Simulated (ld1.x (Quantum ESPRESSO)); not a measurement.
Hf (Z = 72): one change to a TM potential, before and after

ld1.x (Quantum ESPRESSO) 7.5 input, shortened:

```
&input
   title='Hf', zed=72., rel=2, dft='PBESOL', iswitch=3,
   config='[Xe] 4f14 5d3 6s1 6p0', rel_dist='average'
 /
 &inputp
   pseudotype=2, tm=.true., lloc=-1, rcloc=1.60,
   nlcc=.false.
 /
3
5S  1  0   2.00   0.00  1.25  1.25  0.0
5P  2  1   6.00   0.00  1.80  1.80  0.0
5D  3  2   3.00   0.00  3.00  3.00  0.0
 &test
   configts(1)='5s2 5p6 5d3 6s1 6p0'
 /
```

Open shells are filled in proportion to 2j + 1 (rel_dist='average').

Occupied shells without a wave of their own: 6s. They enter only through the test configuration that unscreens the potential.

Change: local potential all-electron potential smoothed inside 1.82 bohr (lloc = -1).

Cutoffs: the cutoffs (Ry, on a coarse ladder) from which the occupation-weighted sum of valence levels, in a spherical-Bessel basis at the reference potential, stays within 10 and 1 mRy of its value at 400 Ry; they do not see the model core or the augmentation charge, which bear on the density cutoff. Errors are all-electron minus pseudo energies relative to the spin-unpolarised reference configuration.

**Question.** What does the change do?

**Answer.** The miss of the reference levels goes from 0.03 to 0.21 eV; of the 7 tests that both files solve, the error grows in 7 and shrinks in 0 by more than 15 % and 0.3 meV (median size 46.0 → 306.6 meV); the range in which the p1/2 phases agree narrows (upper end 3.6 → -0.2); the range in which the p3/2 phases agree widens (upper end 3.7 → at the end of the scan); neither file shows a bound ghost. The local part now departs from the all-electron potential out to 1.82 bohr, far beyond the s radius of 1.25 bohr, and whatever the projectors do not describe feels it: the likely cause.

```csv
quantity,base,changed
bound ghosts,none,none
"largest miss of a reference level, eV",0.03,0.21
"error for 5s2 5p6 5d2 6s2 6p0, meV [ΔE -2.59 eV]",-31,-226
"error for 5s2 5p6 5d2 6s1 6p0, meV [ΔE 5.42 eV]",-0.2,+0.8
"error for 5s2 5p6 5d2 6s0 6p0, meV [ΔE 19.58 eV]",+60,+367
"error for 5s2 5p6 5d1 6s2 6p0, meV [ΔE 3.95 eV]",-32,-307
"error for 5s2 5p6 5d3 6s0 6p0, meV [ΔE 7.42 eV]",+46,+264
"error for 5s2 5p6 5d1 6s0 6p0, meV [ΔE 41.35 eV]",+87,+503
"error for 5s1 5p6 5d2 6s2 6p0, meV [ΔE 70.44 eV]",-343,-762
s: phases at 3.25 bohr within 0.05 rad from the reference energy up to (Ry; the scan ends near 5),n/a,n/a
p1/2: phases at 3.25 bohr within 0.05 rad from the reference energy up to (Ry; the scan ends near 5),3.6,-0.2
p3/2: phases at 3.25 bohr within 0.05 rad from the reference energy up to (Ry; the scan ends near 5),3.7,to the end of the scan
d3/2: phases at 3.25 bohr within 0.05 rad from the reference energy up to (Ry; the scan ends near 5),1.5,1.4
d5/2: phases at 3.25 bohr within 0.05 rad from the reference energy up to (Ry; the scan ends near 5),1.6,1.5
```

Base: The 6s level has no wave, so the channel is fitted at the deeper level alone: the likely source of the large errors. Changed file: The 6s level has no wave, so the channel is fitted at the deeper level alone: the likely source of the large errors.
